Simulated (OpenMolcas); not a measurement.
# Ni²⁺: the spin-orbit constant, Racah parameters, worked from levels

```
Program             : OpenMolcas 26.06
Basis               : ANO-RCC-VDZP [5s4p2d1f]
Scalar Hamiltonian  : DKH2, point nucleus
Active space        : 8 electrons in 6 orbitals (3d 4s)
State averaging     : 2S+1 = 5 even, 10 roots; 2S+1 = 3 even, 55 roots; 2S+1 = 1 even, 50 roots (43 in the spin-orbit step)
Spin-orbit coupling : RASSI with atomic mean-field integrals over the reference wave functions, term energies averaged over their components
```

Methods: CASSCF; MS-CASPT2, IPEA 0.25 Eh, imaginary shift 0.1 Eh (closed shells correlated: 3s 3p). Measured levels: Corliss and Sugar, J. Phys. Chem. Ref. Data 10, 197 (1981).

**The spin-orbit constant.** For the Hund term ³F of d8, E(J) = (A/2) J(J+1) + constant and ζ = -2S·A = -2A. From J = 2 to J = 4 the energy changes by 7 A.

```csv
Source,E(4) - E(2),A,ζ
CASSCF,-2520.8,-360.1,720
MS-CASPT2,-2523.5,-360.5,721
measured,-2269.6,-324.2,648
```

All in cm-1. MS-CASPT2 is off by +11.2 % and CASSCF by +11.1 %. Both methods take the spin-orbit matrix elements from the reference wave functions, so the second can move ζ only through the term energies and any multistate remixing. Second-order mixing with other terms is absorbed into this ζ.

**Racah parameters.** Above ³F, d8 has ³P at 15B, ¹G at 12B + 2C and ¹D at 5B + 2C. The first two fix B and C, and the third tests them; where it misses by thousands of cm-1, two parameters do not describe the configuration (Trees and configuration-interaction terms are left out) and B and C hang on the terms chosen. Term energies are centres of gravity, weighted by 2J + 1.

```tsv
Source	³P	¹G	B	C	C/B	¹D from B, C	¹D found
CASSCF	20648	21285	1377	2383	1.73	11651	11770
MS-CASPT2	16663	22376	1111	4523	4.07	14601	11964
measured	15836	22115	1056	4723	4.47	14726	13038
```

Energies in cm-1. From CASSCF to MS-CASPT2, B changes by -19.3 % and C by +89.8 %. Against the measured terms, MS-CASPT2 has B off by +5.2 % and C by -4.2 %.

Term energies are means over components that CASPT2 splits; among the terms shown or strongly mixed into the levels shown the widest spread is 3000 cm-1 (3d⁸ ³F, MS-CASPT2). Some high roots are left out of the spin-orbit mixing, which shifts the levels that they would mix with. Without dynamic correlation excited terms often stand tens of per cent too high (terms of higher spin than the ground term too low), and those without a measured partner can miss by more than the paired ones (holds for CASSCF). Some levels mix across a computed gap that differs much from the measured one, so their mixing is not that of the real levels (holds for MS-CASPT2). Measured partners are found by configuration, term and J. A level has none where our copy of the source lacks it or the pairing is in doubt (some pairs that miss far off the trend of their configuration count as doubtful), and it then counts in no deviation. Only configurations of the active space appear.
